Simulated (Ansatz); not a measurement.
```json
{"atom": "B", "x (Å)": "-0.0071", "y (Å)": "0.0024", "z (Å)": "-1.3298"}
{"atom": "C", "x (Å)": "0.0071", "y (Å)": "-0.0066", "z (Å)": "0.1804"}
{"atom": "O", "x (Å)": "-0.0086", "y (Å)": "0.0029", "z (Å)": "1.3103"}
{"atom": "H", "x (Å)": "0.0052", "y (Å)": "-1.1747", "z (Å)": "-1.6380"}
{"atom": "H", "x (Å)": "-1.0258", "y (Å)": "0.5959", "z (Å)": "-1.6516"}
{"atom": "H", "x (Å)": "1.0270", "y (Å)": "0.5844", "z (Å)": "-1.6504"}
```

Basis set: cc-pVDZ (spherical functions). Frozen core: 3 orbitals. Charge 0, multiplicity 1.

Computed with Ansatz (development build ahead of 0.2.0); each method stands on the lowest determinant of its kind that the runs found. Restricted open shells among the atoms or ions are ROHF, correlated in semicanonical orbitals with singles.

Q: Give the atomization energy at this shape (free ground-state atoms in the same class of orbitals less the molecule, no zero-point energy) of singlet CH3BO by RHF-MP2, RHF.

A:

```csv
method,atomization energy
RHF-MP2,23.45 eV
RHF,17.85 eV
```
